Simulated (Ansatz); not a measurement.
Input file for Ansatz (a program for electronic structure): R-B2PLYP/def2-TZVPP on H2 (SMILES [H][H]).

Ansatz 0.2 input:
```yaml
crystal:
  periodic: [false, false, false]
  atoms:
    - {symbol: H, position_ang: [0.00000000, 0.00000000, 0.37198582]}
    - {symbol: H, position_ang: [-0.00000000, -0.00000000, -0.37198582]}
basis:
  gaussian:
    orbitals: def2-TZVPP
hamiltonian:
  xc: {name: B2PLYP}
magnetization: {spin_polarized: false}
correlation: {electrons: outside_noble_gas}
scf: {lower_state_search: off}
```

It printed:

```
WARN ansatz: RAYON_NUM_THREADS=4 ignored (pool sized by the plan → 4); use --threads N
Functional definition: B2PLYP
these checks for a lower state are left out or cut short: stability, starts, cluster_reference, orbital_swaps, neighbouring_geometries, increment
integrals: 0.00 GiB planned
145 factors; integrals over basis functions are off by at most 7.3e-4 eV
mean field: 0.05 GiB planned
mean field evaluation 1: about -31.5488 eV, gradient 2.6e0 eV
mean field evaluation 2: about -31.5452 eV, gradient 2.6e0 eV
mean field evaluation 4: about -31.5591 eV, gradient 1.5e-2 eV
mean field evaluation 8: about -31.5591 eV, gradient 3.1e-5 eV
mean field -31.55905458 eV, -1.1597738642 hartree, gradient 1.1e-6 eV, S^2 0.000000; 0 other end points of the search recorded, 0 dependent functions left out
reference -31.55914391 eV, -1.1597771471 hartree; 1, 1 occupied and 27, 27 virtual orbitals, 145 factors
second order -1.02310860 eV of doubles, -0.00000000 eV of singles
Total energy: -31.83538323 eV, -1.1699287550 hartree
Checks for a lower state left out: stability, starts, cluster_reference, orbital_swaps, neighbouring_geometries, increment
```

Self-consistency was reached.

Cost: roughly 0.25 core-seconds.
